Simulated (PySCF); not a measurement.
A species of formula C3H9GeN has this rotational fingerprint, computed with PySCF, PBE0-D3(BJ)/def2-SVP geometry optimisation, gas phase:

| Quantity | Value |
| --- | --- |
| Rotational constants | A = 7511, B = 1473, C = 1312 MHz |
| Dipole components | \|μa\| = 1.75 D, \|μb\| = 1.21 D, \|μc\| = 0.52 D |
| Inertial defect | -25.10 u·Å² |
| κ | -0.95 |

Question: Which structure is it? (One computed conformer of each.)
A. `[CH2:1]=[CH:2][CH2:3][GeH2:4][NH2:5]` with C1–C2–C3–Ge4 -103°, C2–C3–Ge4–N5 -50°, C3–Ge4–N5–H -169° and 67°
B. `[CH2:1]=[N:2][CH2:3][CH2:4][GeH3:5]` with C1–N2–C3–C4 -124°, N2–C3–C4–Ge5 -47°

Answer: B. It is C=NC[CH2][GeH3], a near-prolate asymmetric top, point group C1. The candidates at the same level (rigid rotor, commonest isotopes):

| SMILES | A (MHz) | B (MHz) | C (MHz) | μa (D) | μb (D) | μc (D) | Δ (u·Å²) | point group | rotor |
| --- | --- | --- | --- | --- | --- | --- | --- | --- | --- |
| C=NC[CH2][GeH3] | 7511 | 1473 | 1312 | 1.75 | 1.21 | 0.52 | -25.10 | C1 | near-prolate asymmetric top |
| C=C[CH2][GeH2][NH2] | 6135 | 1778 | 1567 | 0.33 | 0.36 | 0.61 | -44.23 | C1 | near-prolate asymmetric top |

`C=C[CH2][GeH2][NH2]` has B 21 % too high. No structure here is proved a minimum.
